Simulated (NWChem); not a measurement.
The numbers come from NWChem runs, not from measurements. System: AlCl, charge 0, spin multiplicity 1, at a geometry optimised with PBE0/def2-SVP. The structure started from a generated list of species. Level: HF/aug-cc-pVDZ.

Job file:

```
start mol
memory heap 200 mb stack 900 mb global 1100 mb
geometry units angstroms nocenter noautoz
  Al     0.000000     0.000000    -1.216591
  Cl     0.000000     0.000000     0.930334
  symmetry group C2v
end
basis spherical
  * library aug-cc-pvdz
end
dft
  xc hfexch
  semidirect memsize 60000000 filesize 0
  iterations 100
end
property
  dipole
  response 1 0.0
end
task dft property
```

Output (cleaned and shortened):

```
             Northwest Computational Chemistry Package (NWChem) 7.3.0
             --------------------------------------------------------

                                NWChem Input Module
                                -------------------

 Scaling coordinates for geometry "geometry" by  1.889725989
 (inverse scale =  0.529177249)

 Turning off AUTOSYM since
 SYMMETRY directive was detected!

                             Geometry "geometry" -> ""
                             -------------------------

 Output coordinates in angstroms (scale by  1.889725989 to convert to a.u.)

  No.       Tag          Charge          X              Y              Z
 ---- ---------------- ---------- -------------- -------------- --------------
    1 Al                  13.0000     0.00000000     0.00000000    -1.21659100
    2 Cl                  17.0000     0.00000000     0.00000000     0.93033400

 Effective nuclear repulsion energy (a.u.)      54.4724068279

            Nuclear Dipole moment (a.u.)
            ----------------------------
        X                 Y               Z
 ---------------- ---------------- ----------------
     0.0000000000     0.0000000000    -0.0000094486

      Symmetry information
      --------------------

 Group name             C2v
 Group number             16
 Group order               4
 No. of unique centers     2

      Symmetry unique atoms

     1    2


 Summary of "ao basis" -> "" (spherical)
 ------------------------------------------------------------------------------
       Tag                 Description            Shells   Functions and Types
 ---------------- ------------------------------  ------  ---------------------
 *                        aug-cc-pvdz                 on all atoms

  xc_inp: hfexch multiplicative factor not found.
                              NWChem Property Module
                              ----------------------

                                 NWChem DFT Module
                                 -----------------

 Summary of "ao basis" -> "ao basis" (spherical)
 ------------------------------------------------------------------------------
[...]
     2   0 1 1      0.000000      0.000000      0.000000      0.000000
     2   0 0 2    -21.576670    -71.416223    -71.416223    121.255776

 *** CALLING NEW AORESP DRIVER FOR CLOSED AND OPEN SHELLS ***
 Entering AOResponse driver routine

--------------------------------------------------------------------------------

          ****************
          *** RESPONSE ***
          ****************

 Response module for NWChem and dynamic CPKS solver

          -----------------------------------------------
          Solving response equations for perturbing field
          -----------------------------------------------

 number of frequencies:     1
 frequency in a.u.:  0.0000000E+00
 Perturbing field: electric
 Using El. Dipole Length Gauge

 Setting up CPKS with frequency omega =      0.00000000 a.u.

 STATIC response

                                NWChem CPHF Module
                                ------------------

  scftype          =     RHF
  nclosed          =       15
  nopen            =        0
  variables        =      585
  # of vectors     =        3
  tolerance        = 0.10D-03
  level shift      = 0.00D+00
  max iterations   =       50
  max subspace     =       30

 SCF residual:    1.4794007461107359E-005

Iterative solution of linear equations
  No. of variables      585
  No. of equations        3
  Maximum subspace       30
        Iterations       50
       Convergence  1.0D-04

   iter   nsub   residual    time
   ----  ------  --------  ---------
     1      3    1.56D+00       5.3
     2      6    5.78D-01       8.5
     3      9    8.84D-02      11.6
     4     12    2.11D-02      14.8
     5     15    5.94D-03      18.0
     6     18    8.28D-04      21.2
     7     21    1.65D-04      24.3
     8     24    2.44D-05      27.5

 Electric Dipole Response Matrix (nonzero elements):

              1        2        3
    1   49.6008  -0.0000  -0.0000
    2   -0.0000  49.6008  -0.0000
    3   -0.0000   0.0000  59.1142

 ------------------------------------------
 average:        52.77191 + I       0.00000

 DFT Linear Response polarizability / au
 Frequency  =       0.0000000 / au
 Wavelength = -999999.0000000 / nm
              X              Y              Z
 -----------------------------------------------
 X      49.6007689     -0.0000000     -0.0000000
 Y      -0.0000000     49.6007689     -0.0000000
 Z      -0.0000000      0.0000000     59.1141991
 -----------------------------------------------
 Eigenvalues =      49.6007689     49.6007689     59.1141991
 Isotropic   =      52.7719123
 Anisotropic =       9.5134302
 -----------------------------------------------

 Magnetic Dipole Response Matrix (nonzero elements):
 Optical rotation tensor Beta

 *** static G'=0. Use GPRIME input with finite omega
 *** or better ORBETA without GPRIME for small or zero freq.

 zero matrix

 ------------------------------------------
 average:         0.00000 + I       0.00000

 Exiting AOResponse driver routine

          -------------
          Dipole Moment
          -------------

 Center of charge (in au) is the expansion point
         X =       0.0000000 Y =       0.0000000 Z =      -0.0000003

   Dipole moment        0.6405225028 A.U.
             DMX       -0.0000000000 DMXEFC        0.0000000000
             DMY        0.0000000000 DMYEFC        0.0000000000
             DMZ       -0.6405225028 DMZEFC        0.0000000000
   -EFC- dipole         0.0000000000 A.U.
   Total dipole         0.6405225028 A.U.

   Dipole moment        1.6280581149 Debye(s)
             DMX       -0.0000000000 DMXEFC        0.0000000000
             DMY        0.0000000000 DMYEFC        0.0000000000
             DMZ       -1.6280581149 DMZEFC        0.0000000000
   -EFC- dipole         0.0000000000 DEBYE(S)
   Total dipole         1.6280581149 DEBYE(S)

 1 a.u. = 2.541766 Debyes

 Task  times  cpu:       27.5s     wall:       27.5s

 Total times  cpu:       27.6s     wall:       27.6s
```
